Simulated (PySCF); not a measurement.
Atoms are numbered as in `[O:1]=[C:2]1[CH:3]=[C:4]([CH2:5]/[CH:6]=[CH:7]\[Cl:8])[CH2:9][SiH2:10]1`. Each H is labelled by its parent atom.

Calculated, not measured (PySCF 2.14.0 with density-fitted response routines): σ from GIAO-PBE0/pcSseg-1, coordinates at the GFN2-xTB level. A single conformation, averaged over atoms made equivalent by symmetry, fast rotation or ring inversion, gas phase, no relativistic terms.

Chemical shifts δ = σref − σ; $^{13}$C (σref 186.93), $^{1}$H (σref 31.72), $^{29}$Si (σref 349.16) against TMS; $^{17}$O (σref 336.08) against H2O; $^{35}$Cl (σref 949.78) against HCl, all at this level.

```csv
atoms,nucleus,count,δ (ppm)
C9,$^{13}$C,1,15.3
C5,$^{13}$C,1,?
C7,$^{13}$C,1,134.8
H(C5),$^{1}$H,2,3.61
Si10,$^{29}$Si,1,-72.6
H(C6),$^{1}$H,1,?
H(Si10),$^{1}$H,2,4.09
C6,$^{13}$C,1,?
H(C9),$^{1}$H,2,1.90
C2,$^{13}$C,1,235.7
C3,$^{13}$C,1,148.0
Cl8,$^{35}$Cl,1,187
H(C7),$^{1}$H,1,6.44
H(C3),$^{1}$H,1,?
O1,$^{17}$O,1,821.4
C4,$^{13}$C,1,?
```

**Question.** Fill in the missing shifts.

**Answer.** 
- C4: 183.4 ppm, β carbon of a C=C–C=O unit; conjugation with the carbonyl draws π density from the β position
- C6: 137.4 ppm, alkene CH; an sp2 carbon of a C=C bond
- C5: 41.4 ppm, allylic sp3 CH2; aliphatic region, no heteroatom directly attached
- H(C3): 6.41 ppm, hydrogen on an α carbon of a C=C–C=O unit; olefinic region
- H(C6): 5.87 ppm, hydrogen on an alkene CH; olefinic region

Carbons that carry Cl, above all several Cl atoms, come out too deshielded, partly because spin–orbit coupling is missing. Shifts are as computed. Against solution values, carbons near 30 ppm lie about +3 ppm off and those near 130 ppm about +5 ppm; carbons on Cl a further +6 ppm. Of 1211 compounds with measured shifts, 218 miss one by over three times the rms of a fit or turn the order of signals round; such compounds aren't used in these exercises. Unscaled 17O shifts of doubly bonded oxygen tend to come out too high, by tens of ppm or more. Experimental scales use liquid or dissolved standards, which lie at an offset from isolated H2O (liquid H2O: subtract about 36 ppm).
